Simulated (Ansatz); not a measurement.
Geometry optimisation of ZrTe₂.

```yaml
crystal:
  periodic: [false, false, false]
  atoms:
    - {symbol: Zr, position_ang: [0.197193, -0.462261, -0.862038]}
    - {symbol: Te, position_ang: [-1.628631, 1.301575, -0.492997]}
    - {symbol: Te, position_ang: [1.431438, -0.839314, 1.355035]}
basis:
  gaussian: {orbitals: def2-TZVP}
magnetization: {spin_polarized: true, initial_magnetization: 2}
hamiltonian: {xc: pbe, dispersion: d4}
scf: {lower_state_search: "off"}
output: {orbitals: {seedname: orbitals}}
relax: {f_tol: 0.02, max_steps: 100}
```

```sh
$ ansatz run in.yaml --threads 4 --pin off --events-out ev --progress --plain --max-ram 3916MiB
```

It prints (some lines left out):

```
Functional definition: PBE
mean field -15868.01985886 eV, -583.1389740830 hartree, gradient 6.1e-6 eV, S^2 2.007650; 0 other end points of the search recorded, 0 dependent functions left out
relax step   1: F+E_penalty+E_count = -15868.16189839 eV  Δ(F+E_penalty+E_count) = +0.000e0 eV  max|allowed force component| = 1.116e0 eV/Å  Δτ_max = 0.0000 Å  (22 SCF iters, accepted)
mean field -15868.10694806 eV, -583.1421745521 hartree, gradient 2.4e-6 eV, S^2 2.010172; 0 other end points of the search recorded, 0 dependent functions left out
relax step   2: F+E_penalty+E_count = -15868.25273438 eV  Δ(F+E_penalty+E_count) = -9.084e-2 eV  max|allowed force component| = 8.578e-1 eV/Å  Δτ_max = 0.1973 Å  (34 SCF iters, accepted)
mean field -15868.19676498 eV, -583.1454752630 hartree, gradient 2.1e-6 eV, S^2 2.009383; 0 other end points of the search recorded, 0 dependent functions left out
relax step   3: F+E_penalty+E_count = -15868.35044473 eV  Δ(F+E_penalty+E_count) = -9.771e-2 eV  max|allowed force component| = 3.908e-1 eV/Å  Δτ_max = 0.1944 Å  (35 SCF iters, accepted)
mean field -15868.20435316 eV, -583.1457541234 hartree, gradient 1.0e-6 eV, S^2 2.008765; 0 other end points of the search recorded, 0 dependent functions left out
relax step   4: F+E_penalty+E_count = -15868.35740170 eV  Δ(F+E_penalty+E_count) = -6.957e-3 eV  max|allowed force component| = 1.820e-2 eV/Å  Δτ_max = 0.0328 Å  (29 SCF iters, accepted)
Total energy: -15868.35743968 eV, -583.1513799491 hartree
Atom 0 at     0.245117    -0.574604    -1.071538 Å, force     0.001429    -0.003349    -0.006245 eV/Å
Atom 1 at    -1.465457     1.226822    -0.275232 Å, force     0.016776    -0.010562     0.013685 eV/Å
Atom 2 at     1.220340    -0.652218     1.346770 Å, force    -0.018205     0.013911    -0.007440 eV/Å
Dipole moment:     0.184988    -0.433650    -0.808682 e Å
Checks for a lower state left out: stability, starts, cluster_reference, orbital_swaps, neighbouring_geometries, increment
```

Hardware: 4 threads of Arm Neoverse V1 on a shared host. Wall time 9 s.

In the def2 sets Te, Zr take a core potential; there is no spin–orbit coupling. The relaxation made no stability test and no search for a lower SCF solution. At PBE-D4/def2-TZVP a singlet of charge 0 lies 0.58 eV below the triplet, each at its own geometry. The structure comes from a short search, and lower isomers may exist.
